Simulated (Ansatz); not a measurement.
All values below come from B3LYP-D3(BJ)/def2-TZVP (Ansatz, an electronic-structure program). No frequencies were computed at this level.

Ansatz 0.2 input:
```yaml
crystal:
  periodic: [false, false, false]
  atoms:
    - { symbol: C, position_ang: [1.677553, -0.410166, -0.352634] }
    - { symbol: C, position_ang: [0.621688, 0.57957, 0.131865] }
    - { symbol: C, position_ang: [-0.652082, -0.129775, 0.548028] }
    - { symbol: C, position_ang: [-1.992328, 0.522989, 0.383345] }
    - { symbol: C, position_ang: [-1.725709, -0.432662, -0.455807] }
    - { symbol: H, position_ang: [1.922732, -1.118131, 0.436213] }
    - { symbol: H, position_ang: [2.587662, 0.109046, -0.644417] }
    - { symbol: H, position_ang: [1.307874, -0.967794, -1.210198] }
    - { symbol: H, position_ang: [1.018413, 1.143343, 0.981055] }
    - { symbol: H, position_ang: [0.393105, 1.291086, -0.665206] }
    - { symbol: H, position_ang: [-0.505009, -0.820641, 1.377132] }
    - { symbol: H, position_ang: [-2.647875, 1.273263, 0.751341] }
    - { symbol: H, position_ang: [-2.006022, -1.040129, -1.280715] }
basis:
  gaussian: { orbitals: def2-tzvp }
hamiltonian:
  xc: b3lyp
  dispersion: d3bj
relax:
  max_steps: 150
```

Output:

```
Functional definition: B3LYP
1252 factors; their error is unknown
mean field evaluation 1: about -5302.1826 eV, gradient 7.3e1 eV
mean field evaluation 2: about -5292.2768 eV, gradient 9.5e1 eV
mean field evaluation 4: about -5315.0412 eV, gradient 6.2e0 eV
mean field evaluation 8: about -5315.0941 eV, gradient 6.9e-1 eV
mean field evaluation 16: about -5315.0948 eV, gradient 1.1e-4 eV
mean field -5315.09477984 eV, -195.3261304583 hartree, gradient 1.4e-5 eV, S^2 0.000000; 0 other end points of the search recorded, 0 dependent functions left out
reference -5315.09506610 eV, -195.3261409783 hartree; 19, 19 occupied and 184, 184 virtual orbitals, 1252 factors
relax step   1: F+E_penalty+E_count = -5315.51677739 eV  Δ(F+E_penalty+E_count) = +0.000e0 eV  max|allowed force component| = 8.667e-1 eV/Å  Δτ_max = 0.0000 Å  (29 SCF iters, accepted)
these checks for a lower state are left out or cut short: starts, cluster_reference, orbital_swaps, neighbouring_geometries, increment
1252 factors; their error is unknown
mean field -5315.11517658 eV, -195.3268800250 hartree, gradient 1.8e-5 eV, S^2 0.000000; 0 other end points of the search recorded, 0 dependent functions left out
reference -5315.11546421 eV, -195.3268905949 hartree; 19, 19 occupied and 184, 184 virtual orbitals, 1252 factors
relax step   2: F+E_penalty+E_count = -5315.53444769 eV  Δ(F+E_penalty+E_count) = -1.767e-2 eV  max|allowed force component| = 1.926e-1 eV/Å  Δτ_max = 0.0282 Å  (31 SCF iters, accepted)
these checks for a lower state are left out or cut short: starts, cluster_reference, orbital_swaps, neighbouring_geometries, increment
1252 factors; their error is unknown
mean field evaluation 32: about -5315.1174 eV, gradient 1.8e-5 eV
mean field -5315.11737841 eV, -195.3269609405 hartree, gradient 1.8e-5 eV, S^2 0.000000; 0 other end points of the search recorded, 0 dependent functions left out
reference -5315.11766632 eV, -195.3269715211 hartree; 19, 19 occupied and 184, 184 virtual orbitals, 1252 factors
relax step   3: F+E_penalty+E_count = -5315.53620887 eV  Δ(F+E_penalty+E_count) = -1.761e-3 eV  max|allowed force component| = 6.305e-2 eV/Å  Δτ_max = 0.0171 Å  (32 SCF iters, accepted)
these checks for a lower state are left out or cut short: starts, cluster_reference, orbital_swaps, neighbouring_geometries, increment
1252 factors; their error is unknown
mean field -5315.11768771 eV, -195.3269723074 hartree, gradient 1.8e-5 eV, S^2 0.000000; 0 other end points of the search recorded, 0 dependent functions left out
reference -5315.11797557 eV, -195.3269828858 hartree; 19, 19 occupied and 184, 184 virtual orbitals, 1252 factors
relax step   4: F+E_penalty+E_count = -5315.53646918 eV  Δ(F+E_penalty+E_count) = -2.603e-4 eV  max|allowed force component| = 4.328e-2 eV/Å  Δτ_max = 0.0045 Å  (33 SCF iters, accepted)
these checks for a lower state are left out or cut short: starts, cluster_reference, orbital_swaps, neighbouring_geometries, increment
1252 factors; their error is unknown
mean field -5315.11779414 eV, -195.3269762184 hartree, gradient 1.8e-5 eV, S^2 0.000000; 0 other end points of the search recorded, 0 dependent functions left out
reference -5315.11808187 eV, -195.3269867924 hartree; 19, 19 occupied and 184, 184 virtual orbitals, 1252 factors
relax step   5: F+E_penalty+E_count = -5315.53660441 eV  Δ(F+E_penalty+E_count) = -1.352e-4 eV  max|allowed force component| = 1.383e-2 eV/Å  Δτ_max = 0.0053 Å  (32 SCF iters, accepted)
these checks for a lower state are left out or cut short: starts, cluster_reference, orbital_swaps, neighbouring_geometries, increment
1252 factors; their error is unknown
mean field -5315.11778708 eV, -195.3269759588 hartree, gradient 1.8e-5 eV, S^2 0.000000; 0 other end points of the search recorded, 0 dependent functions left out
reference -5315.11807475 eV, -195.3269865306 hartree; 19, 19 occupied and 184, 184 virtual orbitals, 1252 factors
relax step   6: F+E_penalty+E_count = -5315.53662841 eV  Δ(F+E_penalty+E_count) = -2.400e-5 eV  max|allowed force component| = 1.189e-2 eV/Å  Δτ_max = 0.0029 Å  (33 SCF iters, accepted)
these checks for a lower state are left out or cut short: starts, cluster_reference, orbital_swaps, neighbouring_geometries, increment
1252 factors; their error is unknown
mean field -5315.11777629 eV, -195.3269755625 hartree, gradient 1.8e-5 eV, S^2 0.000000; 0 other end points of the search recorded, 0 dependent functions left out
reference -5315.11806394 eV, -195.3269861335 hartree; 19, 19 occupied and 184, 184 virtual orbitals, 1252 factors
relax step   7: F+E_penalty+E_count = -5315.53663336 eV  Δ(F+E_penalty+E_count) = -4.942e-6 eV  max|allowed force component| = 3.511e-3 eV/Å  Δτ_max = 0.0017 Å  (33 SCF iters, accepted)
1252 factors; their error is unknown
mean field evaluation 64: about -5315.1178 eV, gradient 5.1e-4 eV
mean field -5315.11777629 eV, -195.3269755625 hartree, gradient 1.8e-5 eV, S^2 0.000000; 1 other end points of the search recorded, 0 dependent functions left out
reference -5315.11806394 eV, -195.3269861335 hartree; 19, 19 occupied and 184, 184 virtual orbitals, 1252 factors
Total energy: -5315.53692101 eV, -195.3423788467 hartree
Atom 0 at     1.691321    -0.407846    -0.358199 Å, force    -0.000118    -0.000354    -0.000253 eV/Å
Atom 1 at     0.629825     0.575428     0.133449 Å, force     0.001092     0.000868    -0.000617 eV/Å
Atom 2 at    -0.653095    -0.117357     0.550284 Å, force    -0.003511    -0.000287    -0.000491 eV/Å
Atom 3 at    -2.003543     0.519522     0.381873 Å, force     0.000737    -0.001233    -0.001180 eV/Å
Atom 4 at    -1.739747    -0.438301    -0.440128 Å, force     0.000959     0.001602     0.001341 eV/Å
Atom 5 at     1.929652    -1.144034     0.413405 Å, force     0.000193    -0.000204    -0.000056 eV/Å
Atom 6 at     2.617749     0.102667    -0.628196 Å, force     0.000104     0.000046    -0.000114 eV/Å
Atom 7 at     1.339154    -0.953439    -1.236755 Å, force     0.000002    -0.000123    -0.000096 eV/Å
Atom 8 at     1.025047     1.144442     0.982237 Å, force    -0.000229    -0.000407     0.000115 eV/Å
Atom 9 at     0.402110     1.302133    -0.651769 Å, force    -0.000032     0.000382     0.000338 eV/Å
Atom 10 at    -0.512876    -0.803911     1.388874 Å, force     0.000350     0.000165     0.000652 eV/Å
Atom 11 at    -2.683357     1.275909     0.732640 Å, force    -0.000014     0.000335     0.000584 eV/Å
Atom 12 at    -2.042239    -1.055213    -1.267714 Å, force     0.000467    -0.000789    -0.000222 eV/Å
Dipole moment:    -0.072376     0.021781    -0.028419 e Å
```

Cost: roughly 70 core-seconds.
